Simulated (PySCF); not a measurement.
Compound: CH5GeNOS.
Bonds: N1–C2, C2–O3 (double), C2–Ge4, Ge4–S5. Hydrogens: H6, H7 on N1; H8, H9 on Ge4; H10 on S5.

Torsions of this conformer, `[NH2:1][C:2](=[O:3])[GeH2:4][SH:5]`: N1–C2–Ge4–S5 -83°, H–N1–C2–O3 -3°, H–N1–C2–O3 -176°, H–S5–Ge4–C2 -55°.

The closed-shell ground state was solved at several levels (PySCF, density fitting, gas phase). Geometry: PBE0-D3(BJ)/def2-SVP, one conformer, isolated molecule. The calculation is non-relativistic and has no spin–orbit coupling, an omission that weighs most on germanium.

```json
{"level": "PBE0/pcSseg-2", "basis functions": "284", "total energy (Eh)": "-2645.8596", "HOMO (eV)": "-7.03", "LUMO (eV)": "-0.76", "gap (eV)": "6.27", "dipole (D)": "2.89"}
{"level": "PBE0/pcSseg-1", "basis functions": "141", "total energy (Eh)": "-2645.4743", "HOMO (eV)": "-7.00", "LUMO (eV)": "-0.64", "gap (eV)": "6.36", "dipole (D)": "2.77"}
```

Question: Estimate the row for CAM-B3LYP/def2-SVPD, a basis of 168 functions; the other rows only guide the guess.

Answer: Total energy -2645.8836 Eh, HOMO -8.41 eV, LUMO 0.17 eV, gap 8.58 eV, dipole 3.02 D.

Question: Over all these levels, which gives the widest orbital gap and which the narrowest?

Answer: CAM-B3LYP/def2-SVPD (range-separated hybrid) has the widest, 8.58 eV, and PBE0/pcSseg-2 (global hybrid, 25 % exact exchange) the narrowest, 6.27 eV. Functional and basis both differ between the two, so the spread mixes both effects.

Question: How far do the dipole and the HOMO energy spread over the levels?

Answer: The dipole runs from 2.77 to 3.02 D (mean 2.89 D) and the HOMO from -8.41 to -7.00 eV.
